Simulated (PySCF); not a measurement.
Vertical excitations of a molecule CH₇ClSi₂ from PySCF with TDDFT-PBE/def2-SVPD, as energy in eV (oscillator strength): 6.71 (0.003), 6.78 (0.008), 6.98 (0.002), 7.02 (0.018), 7.30 (0.009), 7.43 (0.005), 7.49 (0.001), 7.57 (0.011), 7.60 (0.013), 7.63 (0.096). Lowest triplet (TDA): 6.44 eV. The structure is a stationary point at PBE0-D3(BJ)/def2-SVP. One conformer was computed; it need not be the lowest.

Question: Identify the compound among the candidates.
A) [SiH3]C[SiH2]Cl
B) C[SiH2][SiH2]Cl
C) C[Si@@H]([SiH3])Cl

Answer: A, [SiH3]C[SiH2]Cl
